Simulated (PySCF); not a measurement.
C4H3ClSi, SMILES C([SiH](C#C)Cl)#C.

The structure is a stationary point at B3LYP-D3(BJ)/def2-SVP.

Level of theory: PySCF with PBE/def2-TZVP.

The total energy comes out as -903.39193 hartree, the point group is Cs and the highest occupied level is -7.23 eV. The lowest empty level is -2.13 eV, the orbital gap comes out as 5.10 eV and the dipole moment comes out as 1.77 D. The quadrupole, principal values (traceless, Buckingham form, about the centre of nuclear charge) is -8.15, -1.53, 9.68 D·Å and the mean static polarisability is 79.6 bohr³ (11.80 Å³). The polarisability, principal values comes out as 57.7, 81.1, 100.0 bohr³.
